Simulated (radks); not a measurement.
The numbers below are computed, except where a source is named.
Q: Species: Ta. Configuration: [Xe] 4f13 5d4 6s2 (not the ground configuration). Code: a radial shooting solver on a logarithmic mesh with Libxc functionals. Model: scalar-relativistic Kohn-Sham, PBEsol, spin-polarised, spherical densities, finite nucleus; open shells are filled with parallel spins first (spin-orbit coupling, left out, can overturn this in heavy ions); Fermi nuclear charge, rms radius 5.3507 fm. Some entries of the table are withheld. Estimate them.

| orbital | occ. | eigenvalue (eV) | <r> (bohr) | <1/r> (bohr^-1) |
|---|---|---|---|---|
| 1s down | 1 | -67329.93 | 0.01867 | 85.37 |
| 1s up | 1 | -67329.93 | 0.01867 | 85.37 |
| 2s up | 1 | -11576.90 | 0.07899 | 19.95 |
| 2s down | 1 | -11576.72 | 0.07899 | 19.95 |
| 2p up | 3 | -10150.10 | 0.07058 | 18.15 |
| 2p down | 3 | -10149.95 | 0.07058 | 18.15 |
| 3s up | 1 | -2660.539 | 0.2049 | 7.383 |
| 3s down | 1 | -2659.903 | 0.2049 | 7.384 |
| 3p up | 3 | -2236.001 | 0.2049 | 6.833 |
| 3p down | 3 | -2235.356 | 0.2049 | 6.834 |
| 3d up | 5 | -1739.508 | 0.1857 | 6.461 |
| 3d down | 5 | -1738.949 | 0.1857 | 6.462 |
| 4s up | 1 | -550.0852 | 0.4582 | 3.140 |
| 4s down | 1 | -548.8641 | 0.4583 | 3.139 |
| 4p up | 3 | -410.4516 | 0.4867 | 2.858 |
| 4p down | 3 | -409.2677 | 0.4867 | 2.857 |
| 4d up | 5 | -231.5559 | 0.5208 | 2.543 |
| 4d down | 5 | -230.3719 | 0.5208 | 2.543 |
| 5s up | 1 | -77.5308 | 1.087 | 1.230 |
| 5s down | 1 | -75.6294 | 1.082 | 1.237 |
| 5p up | 3 | -43.1135 | 1.271 | 1.034 |
| 5p down | 3 | -40.8452 | 1.263 | 1.042 |
| 4f up | 7 | (1) | (2) | 2.043 |
| 4f down | 6 | (3) | (4) | 2.047 |
| 6s up | 1 | -6.1695 | (5) | 0.4055 |
| 5d up | 4 | -5.4853 | 2.038 | 0.6476 |
| 6s down | 1 | -4.6783 | (6) | 0.3734 |
| 5d down | 0 | -3.0723 | 2.196 | 0.6193 |

A: 
(1) 4f up eigenvalue (eV): -33.3864
(2) 4f up <r> (bohr): 0.6198
(3) 4f down eigenvalue (eV): -32.0676
(4) 4f down <r> (bohr): 0.6174
(5) 6s up <r> (bohr): 3.126
(6) 6s down <r> (bohr): 3.379
